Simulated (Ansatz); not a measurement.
Program: Ansatz. Geometries: PBE0-D4/def2-TZVP. ΔE: electronic, gas phase. CCSD(T)/CBS is the MP2 limit (def2-TZVPP, def2-QZVPP) plus CCSD(T) − MP2 in def2-TZVPP, frozen cores. This one scheme is used for every species. DFT in def2-TZVPP. B3LYP here is the variant with VWN-RPA as its local correlation; programs differ in this. One conformer a species, not always the lowest.

Consider the formal exchange of groups at a C–C bond: `CCCC(=O)OCC` + ethylene → `C=CCCC(=O)OCC` + CH₄.

Problem. Is it downhill or uphill in electronic energy at CCSD(T)/CBS, and by how much? (Estimate.)

Solution. Computed: Downhill: ΔE = -18.6 kJ/mol.

Problem. What do these levels give: B3LYP-D4, CAM-B3LYP-D4, B2PLYP, PBE, BHLYP, HF/CBS(def2)? (Estimate.)

Solution. Ansatz gave: B3LYP-D4 -21.1, CAM-B3LYP-D4 -20.2, B2PLYP -19.5, PBE -20.4, BHLYP -17.7, HF/CBS(def2) -14.9 kJ/mol.

Largest T1 diagnostic among the species: 0.013.

In def2-TZVPP, CCSD(T) changes the Hartree–Fock value by −4.0 kJ/mol (the triples alone add −1.3 kJ/mol) and MP2 by −7.2 kJ/mol. Leaving LDA and LC-ωPBE aside and taking each functional with its dispersion term where it has one, the values, not all of them listed here, spread over 3.6 kJ/mol, from revPBE-D4 to ωB97X-V. LDA lies −3.7 kJ/mol from PBE without D4.
